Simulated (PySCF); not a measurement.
**Sc²⁺ (scandium, charge +2) across methods**

[Ar] 4s1, 2S determinant (an excited configuration). Calculation: PySCF 2.14, in aug-cc-pwCVTZ-DK; scalar relativity by spin-free X2C-1e.

```
 method  E (hartree)  mean ε 3p α (eV)  mean ε 3p β (eV)  mean ε 4s α (eV)  Σ⟨r²⟩ (bohr²)   ⟨S²⟩
    LDA     -761.352           -54.826           -54.644           -18.685          22.34  0.750
 revPBE     -763.247           -54.800           -54.605           -18.408          22.49  0.750
    UHF   -762.53096           -63.952           -63.754           -20.954          22.93  0.750
wB97M-V     -763.294           -59.867           -59.706           -21.108          22.65  0.750
 r2SCAN     -763.297           -55.713           -55.551           -18.582          22.57  0.750
   PBE0     -763.160           -57.419           -57.216           -19.208          22.50  0.750
   MN15     -763.685           -58.555           -58.361           -19.373          22.54  0.750
    PBE     -763.117           -54.814           -54.604           -18.471          22.45  0.750
```
